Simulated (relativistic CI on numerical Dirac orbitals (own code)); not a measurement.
**Level scheme of Nd57+**

Computed by Dirac-Coulomb-Breit CI, orbitals from a KLI potential per configuration, model QED (radiative potential, 1s self-energy scaled to tabulated hydrogen-like ionisation energies), unscaled Slater integrals (own radial code, finite nucleus).

CI space (outside the closed core 1s2): 2s, 2p, 3s, 3p, 3d, 4s, 4p, 4d, 4f, 5s, 5p, 5d, 5f, 5g. Levels of other configurations are missing.

The lowest level is 2s ²S1/2, with 100 % of that term; Hund's rules for 2s give ²S with J = 1/2, in agreement.

| No. | Configuration | Term | J | E (Ry) | % | Next component (%) | Lifetime (s) |
| --- | --- | --- | --- | --- | --- | --- | --- |
| 1 | 2s | ²S | 1/2 | 0.000 | 100 |  |  |
| 2 | 2p | ²P° | 1/2 | 10.257 | 100 |  | 1.54e-10 |
| 3 | 2p | ²P° | 3/2 | 53.638 | 100 |  | 9.78e-13 |
| 4 | 3s | ²S | 1/2 | 510.970 | 100 |  | 8.97e-15 |
| 5 | 3p | ²P° | 1/2 | 513.781 | 100 |  | 3.45e-15 |
| 6 | 3p | ²P° | 3/2 | 526.686 | 100 |  | 4.26e-15 |
| 7 | 3d | ²D | 3/2 | 527.506 | 100 |  | 1.27e-15 |
| 8 | 3d | ²D | 5/2 | 531.352 | 100 |  | 1.36e-15 |
| 9 | 4s | ²S | 1/2 | 686.841 | 100 |  | 1.32e-14 |
| 10 | 4p | ²P° | 1/2 | 687.987 | 100 |  | 5.92e-15 |
| 11 | 4p | ²P° | 3/2 | 693.408 | 100 |  | 7.04e-15 |
| 12 | 4d | ²D | 3/2 | 693.753 | 100 |  | 2.93e-15 |
| 13 | 4d | ²D | 5/2 | 695.381 | 100 |  | 3.16e-15 |
| 14 | 4f | ²F° | 5/2 | 695.397 | 100 |  | 6.18e-15 |
| 15 | 4f | ²F° | 7/2 | 696.195 | 100 |  | 6.32e-15 |
| 16 | 5s | ²S | 1/2 | 767.224 | 100 |  | 2.08e-14 |
| 17 | 5p | ²P° | 1/2 | 767.800 | 100 |  | 1.01e-14 |
| 18 | 5p | ²P° | 3/2 | 770.563 | 100 |  | 1.18e-14 |
| 19 | 5d | ²D | 3/2 | 770.739 | 100 |  | 5.60e-15 |
| 20 | 5d | ²D | 5/2 | 771.573 | 100 |  | 6.07e-15 |
| 21 | 5f | ²F° | 5/2 | 771.582 | 100 |  | 1.19e-14 |
| 22 | 5g | ²G | 7/2 | 771.991 | 100 |  | 2.04e-14 |
| 23 | 5f | ²F° | 7/2 | 771.991 | 100 |  | 1.21e-14 |
| 24 | 5g | ²G | 9/2 | 772.234 | 100 |  | 2.06e-14 |

Energies count from the lowest computed level; ° marks odd parity; lifetimes are radiative, by E1, M1, E2, M2 decay to levels of this space only.

The mean weight of the leading LS term, summed over parents, in these 24 levels is 100 %, and that of the leading jj configuration (from the same eigenvectors) 100 %.

At this charge energies of transitions that change n are usually good to better than 1 %, and those within a shell (Δn = 0) to a few per cent.
